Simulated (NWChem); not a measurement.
System: GeSiH$_{3}$Cl, singlet; SMILES [Ge]([Cl])[SiH3]

The following NWChem deck was run.

```
start job
memory heap 200 mb stack 900 mb global 1100 mb
geometry units angstroms noautosym nocenter noautoz
  Ge     0.718762     0.193753     0.471952
  Cl    -0.747337     1.520101    -0.571408
  Si    -0.614407    -1.899044     0.080566
  H      0.053353    -3.100138     0.664671
  H     -0.786865    -2.133850    -1.382231
  H     -1.966091    -1.777165     0.699096
end
basis spherical
  * library def2-svp
end
dft
  xc hfexch
  iterations 150
end
property
  efieldgrad
end
task dft property
```

Output (shortened):

```
             Northwest Computational Chemistry Package (NWChem) 7.3.0
             --------------------------------------------------------

                             Geometry "geometry" -> ""
                             -------------------------

 Output coordinates in angstroms (scale by  1.889725989 to convert to a.u.)

  No.       Tag          Charge          X              Y              Z
 ---- ---------------- ---------- -------------- -------------- --------------
    1 Ge                  32.0000     0.71876200     0.19375300     0.47195200
    2 Cl                  17.0000    -0.74733700     1.52010100    -0.57140800
    3 Si                  14.0000    -0.61440700    -1.89904400     0.08056600
    4 H                    1.0000     0.05335300    -3.10013800     0.66467100
    5 H                    1.0000    -0.78686500    -2.13385000    -1.38223100
    6 H                    1.0000    -1.96609100    -1.77716500     0.69909600

 Effective nuclear repulsion energy (a.u.)     296.7057643153

  xc_inp: hfexch multiplicative factor not found.
                              NWChem Property Module
                              ----------------------

  itol2e modified to match energy
  convergence criterion.

                                 NWChem DFT Module
                                 -----------------

 Summary of "ao basis" -> "ao basis" (spherical)
 ------------------------------------------------------------------------------
       Tag                 Description            Shells   Functions and Types
 ---------------- ------------------------------  ------  ---------------------
 Ge                         def2-svp                12       32   5s4p3d
 Cl                         def2-svp                 8       18   4s3p1d
 Si                         def2-svp                 8       18   4s3p1d
 H                          def2-svp                 3        5   2s1p

  itol2e modified to match energy
  convergence criterion.

            General Information
            -------------------
          SCF calculation type: DFT
          Wavefunction type:  closed shell.
          No. of atoms     :     6
          No. of electrons :    66
           Alpha electrons :    33
            Beta electrons :    33
          Charge           :     0
          Spin multiplicity:     1
          Use of symmetry is: off; symmetry adaption is: off
          Maximum number of iterations: 150
          AO basis - number of functions:    83
                     number of shells:    37
          Convergence on energy requested:  1.00D-07
          Convergence on density requested:  1.00D-05
          Convergence on gradient requested:  5.00D-04

              XC Information
              --------------
                     Hartree-Fock (Exact) Exchange  1.000

      Superposition of Atomic Density Guess
      -------------------------------------

 Sum of atomic energies:       -2824.60339093

      Non-variational initial energy
      ------------------------------

 Total energy =   -2824.968871
 1-e energy   =   -4524.032077
 2-e energy   =    1402.357441
 HOMO         =      -0.200002
 LUMO         =      -0.071503

   convergence    iter        energy       DeltaE   RMS-Dens  Diis-err
 ---------------- ----- ----------------- --------- --------- ---------
 d= 0,ls=0.0,diis     1  -2825.0147642361 -3.12D+03  8.53D-03  1.75D-01
 d= 0,ls=0.0,diis     2  -2825.0528887249 -3.81D-02  2.47D-03  4.52D-02
 d= 0,ls=0.0,diis     3  -2825.0595231581 -6.63D-03  1.13D-03  2.98D-03
 d= 0,ls=0.0,diis     4  -2825.0604511305 -9.28D-04  4.34D-04  3.00D-04
 d= 0,ls=0.0,diis     5  -2825.0605540570 -1.03D-04  1.69D-04  2.16D-05
  Resetting Diis
 d= 0,ls=0.0,diis     6  -2825.0605652929 -1.12D-05  5.89D-05  1.69D-06
 d= 0,ls=0.0,diis     7  -2825.0605664159 -1.12D-06  9.00D-06  1.42D-07
 d= 0,ls=0.0,diis     8  -2825.0605664943 -7.83D-08  6.75D-06  3.53D-08

         Total DFT energy =    -2825.060566494263
      One electron energy =    -4524.545311694658
           Coulomb energy =     1529.269959847898
    Exchange-Corr. energy =     -126.490978962759
 Nuclear repulsion energy =      296.705764315256

 Numeric. integr. density =        0.000000000000

                       DFT Final Molecular Orbital Analysis
                       ------------------------------------

 Vector   31  Occ=2.000000D+00  E=-4.545239D-01
              MO Center= -6.9D-01,  1.3D+00, -5.0D-01, r^2= 1.9D+00
   Bfn.  Coefficient  Atom+Function         Bfn.  Coefficient  Atom+Function
  ----- ------------  ---------------      ----- ------------  ---------------
    45      0.542255  2 Cl pz                42      0.376126  2 Cl pz
    43     -0.302821  2 Cl px                39      0.220268  2 Cl pz
    40     -0.210027  2 Cl px                37     -0.123000  2 Cl px
    44      0.092749  2 Cl py                17      0.091421  1 Ge pz
    74      0.076036  5 H  s                 79     -0.075431  6 H  s

 Vector   32  Occ=2.000000D+00  E=-4.430759D-01
              MO Center= -1.7D-01,  4.8D-01, -7.3D-02, r^2= 4.4D+00
   Bfn.  Coefficient  Atom+Function         Bfn.  Coefficient  Atom+Function
  ----- ------------  ---------------      ----- ------------  ---------------
    44      0.483082  2 Cl py                41      0.331675  2 Cl py
     4      0.290084  1 Ge s                 38      0.194816  2 Cl py
     5      0.190136  1 Ge s                  3     -0.181205  1 Ge s
    69     -0.155665  4 H  s                 45     -0.146470  2 Cl pz
    13     -0.142601  1 Ge py                59      0.124677  3 Si py

 Vector   33  Occ=2.000000D+00  E=-3.224335D-01
              MO Center=  4.0D-01, -1.3D-01,  3.5D-01, r^2= 4.0D+00
   Bfn.  Coefficient  Atom+Function         Bfn.  Coefficient  Atom+Function
  ----- ------------  ---------------      ----- ------------  ---------------
     4      0.306639  1 Ge s                 15      0.274092  1 Ge px
    12      0.257999  1 Ge px                 5      0.221519  1 Ge s
    43     -0.220894  2 Cl px                13      0.217457  1 Ge py
    59     -0.198076  3 Si py                 3     -0.176831  1 Ge s
    16      0.175431  1 Ge py                62     -0.171118  3 Si py

 Vector   34  Occ=0.000000D+00  E=-9.071075D-03
              MO Center=  5.9D-01,  7.8D-02,  4.2D-01, r^2= 3.5D+00
   Bfn.  Coefficient  Atom+Function         Bfn.  Coefficient  Atom+Function
  ----- ------------  ---------------      ----- ------------  ---------------
    17      0.631221  1 Ge pz                15     -0.352353  1 Ge px
    14      0.293038  1 Ge pz                45     -0.219723  2 Cl pz
    11     -0.187975  1 Ge pz                75      0.168185  5 H  s
    80     -0.168103  6 H  s                 12     -0.163551  1 Ge px
    63      0.123619  3 Si pz                43      0.122518  2 Cl px

 Vector   35  Occ=0.000000D+00  E= 1.004443D-01
              MO Center=  5.3D-01, -1.6D-02,  4.0D-01, r^2= 4.5D+00
   Bfn.  Coefficient  Atom+Function         Bfn.  Coefficient  Atom+Function
  ----- ------------  ---------------      ----- ------------  ---------------
    16      0.846512  1 Ge py                36     -0.484353  2 Cl s
    15     -0.381379  1 Ge px                17     -0.357535  1 Ge pz
    43     -0.350906  2 Cl px                62      0.338087  3 Si py
    44      0.285450  2 Cl py                70      0.259701  4 H  s
    45     -0.243945  2 Cl pz                 4      0.237691  1 Ge s

 Vector   36  Occ=0.000000D+00  E= 1.405153D-01
              MO Center=  1.3D-01, -7.3D-01,  3.0D-01, r^2= 5.9D+00
   Bfn.  Coefficient  Atom+Function         Bfn.  Coefficient  Atom+Function
  ----- ------------  ---------------      ----- ------------  ---------------
    54      0.997439  3 Si s                 62      0.955493  3 Si py
    15      0.831747  1 Ge px                16      0.824934  1 Ge py
     5     -0.681534  1 Ge s                 61      0.635425  3 Si px
     4     -0.526691  1 Ge s                 17      0.323921  1 Ge pz
     3      0.250037  1 Ge s                 44     -0.232398  2 Cl py

     Multipole analysis of the density
     ---------------------------------

     L   x y z        total         alpha         beta         nuclear
     -   - - -        -----         -----         ----         -------
     0   0 0 0     -0.000000    -33.000000    -33.000000     66.000000

     1   1 0 0      0.520469      1.210432      1.210432     -1.900395
     1   0 1 0     -0.497062      1.221634      1.221634     -2.940330
     1   0 0 1      0.376125     -5.951646     -5.951646     12.279417

     2   2 0 0    -35.400412    -81.620430    -81.620430    127.840447
     2   1 1 0     -0.349656    -11.756938    -11.756938     23.164221
     2   1 0 1     -1.680099    -31.498104    -31.498104     61.316109
     2   0 2 0    -37.905971   -212.317097   -212.317097    386.728222
     2   0 1 1      0.687670     25.940332     25.940332    -51.192994
     2   0 0 2    -33.086170    -44.415629    -44.415629     55.745087

          -----------------------
          Electric field gradient
          -----------------------

 1 a.u. = 0.324123 10**(16) esu/cm**3  ( or statvolts/cm**2 ) = 0.97174 10**(22) v/m**2

 ------------------------------------------------------------
   Atom      X         Y         Z
 ------------------------------------------------------------
    1 Ge   1.35826   0.36614   0.89186
 ------------------------------------------------------------

 Electric field gradient in molecular frame (a.u.)
         XX             YY             ZZ             XY             XZ             YZ
 ------------------------------------------------------------------------------------------
        1.116267       1.413723      -2.529990       2.052314       2.415948       0.255654

 Principal components (a.u.) and orientation
 of principal axis w.r.t. absolute frame                      Asymmetry parameter eta
 --------------------------------------------------------------------------------------
        3.893774      -3.835222      -0.058551                       0.969926

        0.720683      -0.482150       0.498143
        0.626899       0.146448      -0.765213
        0.295995       0.863762       0.407802

 ------------------------------------------------------------
   Atom      X         Y         Z
 ------------------------------------------------------------
    2 Cl  -1.41226   2.87257  -1.07980
 ------------------------------------------------------------

 Electric field gradient in molecular frame (a.u.)
         XX             YY             ZZ             XY             XZ             YZ
 ------------------------------------------------------------------------------------------
       -0.122371       0.178462      -0.056092       1.319583      -0.484447       0.764187

 Principal components (a.u.) and orientation
 of principal axis w.r.t. absolute frame                      Asymmetry parameter eta
 --------------------------------------------------------------------------------------
       -1.751945       1.407924       0.344021                       0.607269

        0.637273       0.601417      -0.481851
       -0.617921       0.772407       0.146837
        0.460495       0.204171       0.863862

 ------------------------------------------------------------
   Atom      X         Y         Z
 ------------------------------------------------------------
    3 Si  -1.16106  -3.58867   0.15225
 ------------------------------------------------------------

 Electric field gradient in molecular frame (a.u.)
         XX             YY             ZZ             XY             XZ             YZ
 ------------------------------------------------------------------------------------------
       -0.004666      -0.002776       0.007442       0.009362      -0.014548       0.008510

 Principal components (a.u.) and orientation
 of principal axis w.r.t. absolute frame                      Asymmetry parameter eta
 --------------------------------------------------------------------------------------
       -0.022387       0.017378       0.005009                       0.552550

        0.685921      -0.509795       0.519251
       -0.539402       0.122750       0.833054
        0.488425       0.851494       0.190788

 ------------------------------------------------------------
   Atom      X         Y         Z
 ------------------------------------------------------------
    4 H    0.10082  -5.85841   1.25605
 ------------------------------------------------------------

 Electric field gradient in molecular frame (a.u.)
         XX             YY             ZZ             XY             XZ             YZ
 ------------------------------------------------------------------------------------------
        0.028206      -0.067426       0.039220       0.082122      -0.040005       0.070754

 Principal components (a.u.) and orientation
 of principal axis w.r.t. absolute frame                      Asymmetry parameter eta
 --------------------------------------------------------------------------------------
       -0.149621       0.075620       0.074001                       0.010819

       -0.456918       0.742102      -0.490420
        0.796823       0.586522       0.145134
       -0.395346       0.324464       0.859316

 ------------------------------------------------------------
   Atom      X         Y         Z
 ------------------------------------------------------------
    5 H   -1.48696  -4.03239  -2.61204
 ------------------------------------------------------------

 Electric field gradient in molecular frame (a.u.)
         XX             YY             ZZ             XY             XZ             YZ
 ------------------------------------------------------------------------------------------
        0.072426       0.071463      -0.143889      -0.003149      -0.023385      -0.033309

 Principal components (a.u.) and orientation
 of principal axis w.r.t. absolute frame                      Asymmetry parameter eta
 --------------------------------------------------------------------------------------
       -0.151410       0.076583       0.074827                       0.011599

        0.104822       0.220119       0.969825
        0.148447       0.960808      -0.234118
        0.983349      -0.168508      -0.068038

 ------------------------------------------------------------
   Atom      X         Y         Z
 ------------------------------------------------------------
    6 H   -3.71537  -3.35835   1.32110
 ------------------------------------------------------------

 Electric field gradient in molecular frame (a.u.)
         XX             YY             ZZ             XY             XZ             YZ
 ------------------------------------------------------------------------------------------
       -0.109040       0.074649       0.034391       0.019074       0.086237      -0.008796

 Principal components (a.u.) and orientation
 of principal axis w.r.t. absolute frame                      Asymmetry parameter eta
 --------------------------------------------------------------------------------------
       -0.151436       0.076610       0.074826                       0.011786

        0.901514       0.115722       0.416990
       -0.092505       0.992843      -0.075540
       -0.422747       0.029527       0.905767
```

Level: Hartree-Fock/def2-SVP. Low-valent species are run as closed-shell singlets; no triplet was tried in these runs. All runs use the structure optimised with B3LYP/6-31G* (spherical d). NWChem prints the field gradient with the sign opposite to the second derivative of the potential.
